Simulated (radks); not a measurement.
Spin polarisation of the 4f9 shell in Tb2+. Start: [Xe] 4f(up 4.5, down 4.5); electrons of 4f are moved from spin down to spin up, other shells keep equal spins. All-electron calculation, scalar-relativistic Kohn-Sham, PBE, spin-polarised, spherical densities, finite nucleus; Fermi nuclear charge, rms radius of each element as measured or else 0.836 A^(1/3) + 0.57 fm. Program: a radial shooting solver on a logarithmic mesh with Libxc functionals.

moment (Bohr magnetons)  E - E(0) (eV)  e(4f up) (eV)  e(4f down) (eV)  5p down minus up (eV)  5s down minus up (eV)  4d down minus up (eV)
0                                0.000        -16.825          -16.825                  0.000                  0.000                  0.000
1                               -0.181        -17.171          -16.448                  0.316                  0.435                  0.832
2                               -0.723        -17.486          -16.042                  0.633                  0.870                  1.663
3                               -1.625        -17.769          -15.605                  0.951                  1.307                  2.493
4                               -2.887        -18.018          -15.137                  1.272                  1.746                  3.322
5                               -4.508        -18.232          -14.636                  1.596                  2.189                  4.148

At moment 5 the spin-polarisation energy is -4.508 eV and the 4f exchange splitting 3.596 eV, that is 0.719 eV per Bohr magneton; E = -I m^2/4 would give I = 0.721 eV.
